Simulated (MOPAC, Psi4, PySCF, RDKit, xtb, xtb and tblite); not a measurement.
Two geometries of C6H7BO3, SMILES OB(O)/C=C\c1ccco1, singlet, relaxed at GFN2-xTB with one dihedral held; other torsions can differ between them too.

Structure A

```
17

O      3.6169     1.0911    -0.0675
B      2.2781     0.8564     0.0314
O      1.4353     1.9037    -0.1186
C      1.8841    -0.6732     0.0756
C      0.7165    -1.3151     0.2406
C     -0.6102    -0.7943     0.4391
C     -1.7725    -1.5053     0.6341
C     -2.8097    -0.5595     0.7792
C     -2.2195     0.6609     0.6634
O     -0.8961     0.5327     0.4589
H      3.9239     1.8992     0.3393
H      0.5015     1.6910    -0.0720
H      2.7463    -1.3193    -0.0423
H      0.7101    -2.4001     0.2420
H     -1.8662    -2.5714     0.6691
H     -3.8483    -0.7586     0.9457
H     -2.6121     1.6576     0.7054
```

Structure B

```
17

O      3.6097     1.0800    -0.1269
B      2.2779     0.8583     0.0228
O      1.4917     1.9182     0.3275
C      1.8186    -0.6126    -0.3182
C      0.6334    -1.2404    -0.2626
C     -0.6590    -0.7554     0.1442
C     -1.8420    -1.4571     0.1952
C     -2.8294    -0.5594     0.6539
C     -2.1916     0.6259     0.8523
O     -0.8852     0.5205     0.5493
H      3.9180     1.8882     0.2829
H      0.5562     1.7257     0.4104
H      2.6438    -1.2267    -0.6596
H      0.5796    -2.2839    -0.5546
H     -1.9810    -2.4866    -0.0642
H     -3.8677    -0.7658     0.8137
H     -2.5377     1.5818     1.1925
```

Q: Which is lower in energy at the level B3LYP-D3(BJ)/def2-SVP // GFN2-xTB (Psi4), and by how much?

A: B is lower, by 3.08 kcal/mol (dihedral H11–O1–B2–O3: 40° in A, 20° in B).

E(B) − E(A) in kcal/mol at the other levels, on the same two geometries: GFN2-xTB (xtb and tblite) -2.99; B3LYP/def2-SVP // GFN2-xTB (Psi4) -3.09; PBE/def2-SVP // GFN2-xTB (Psi4) -3.06; PBE-D3(BJ)/def2-SVP // GFN2-xTB (Psi4) -3.06; UFF // GFN2-xTB (RDKit) 3.84; PM3, restricted, heats of formation // GFN2-xTB (MOPAC) -2.42; PM6, restricted, heats of formation // GFN2-xTB (MOPAC) -2.24; GFN1-xTB // GFN2-xTB (xtb) -2.75; restricted B3LYP/6-31G*, spherical d, density fitting // GFN2-xTB (PySCF) -3.25; restricted Hartree-Fock/6-31G*, spherical d, density fitting // GFN2-xTB (PySCF) -3.30; restricted Hartree-Fock/LANL2DZ, density fitting // GFN2-xTB (PySCF) -3.29; restricted MP2 (frozen core)/6-31G*, spherical d // GFN2-xTB (PySCF) -3.41.
